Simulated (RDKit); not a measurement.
RDKit input (MMFF94):

```python
from rdkit import Chem
from rdkit.Chem import AllChem, rdDetermineBonds

mol = Chem.MolFromXYZFile('mol.xyz')
rdDetermineBonds.DetermineBonds(mol, charge=1)
print('SMILES', Chem.MolToSmiles(Chem.RemoveHs(mol)))
ff = AllChem.MMFFGetMoleculeForceField(mol, AllChem.MMFFGetMoleculeProperties(mol))
e0 = ff.CalcEnergy()
flag = ff.Minimize(maxIts=5000, forceTol=1e-5)
print(f'energy {e0:.4f} -> {ff.CalcEnergy():.4f} kcal/mol, converged: {flag == 0}')
print(Chem.MolToXYZBlock(mol))
```
mol.xyz:
```
12

N      1.82882200    -0.00119700    -0.28576400
Si     0.23462500     0.16125800     0.17722500
N     -0.01155900     1.29884100     1.38336700
N     -0.26444200    -1.44481100     1.08443700
Cl    -1.02591600     0.02389800    -1.40106000
H      2.61071200     0.24982200     0.30011800
H      2.10001600    -0.18958400    -1.23865500
H      0.53699000     2.14784300     1.38332500
H     -0.89933100     1.44799400     1.84094100
H     -1.25213000    -1.46858200     1.34564700
H     -0.09376600    -2.25981200     0.49221900
H      0.28358600    -1.56137900     1.93899400
```

Output:

```
SMILES N[Si](N)([NH3+])Cl
energy -271.0746 -> -303.3344 kcal/mol, converged: True
12

N      1.567164   -0.396631   -0.314007
Si     0.067982    0.010309    0.232526
N      0.374244    1.095945    1.432443
N     -0.255902   -1.375818    1.121824
Cl    -1.298291    0.503717   -1.129363
H      2.284014    0.039469    0.264636
H      1.722187   -0.009869   -1.246061
H      0.930530    1.871629    1.070760
H     -0.487284    1.555813    1.731363
H     -1.245527   -1.608973    1.088213
H      0.323228   -2.102840    0.699334
H      0.065262   -1.178460    2.069127
```

The dipole moment of an ion depends on the origin.

The geometry given is a B3LYP-D3(BJ)/def2-TZVP minimum.
